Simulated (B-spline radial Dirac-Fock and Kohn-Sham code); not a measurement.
# Two-hole binding energies of Ga¹⁴⁺

System: the Ga¹⁴⁺ ion in the configuration [Ne] 3s2 3p5.

These are calculated numbers from a radial atomic solver; the model is relaxed Dirac-Fock hole states (ΔSCF) with Breit and QED corrections and a finite nucleus. U is the two-hole binding energy less the two single-hole energies, the effective repulsion of the holes after relaxation. Each two-hole energy is an average over J within one jj subconfiguration.

```csv
holes,E(a) (eV),E(b) (eV),E(ab) (eV),U (eV)
1s⁻²,10869.3,10869.3,?,?
1s⁻¹ 2p1/2⁻¹,10869.3,1644.0,12664.9,151.7
2s⁻²,1804.6,1804.6,3710.4,101.3
2s⁻¹ 2p1/2⁻¹,1804.6,1644.0,3544.1,95.6
2p1/2⁻²,1644.0,1644.0,3405.5,117.5
2p1/2⁻¹ 3s⁻¹,1644.0,569.4,2264.9,51.5
```

Task: Give the missing two-hole energy and U.

Result: E(ab) = 22222.4 eV and U = 483.8 eV.
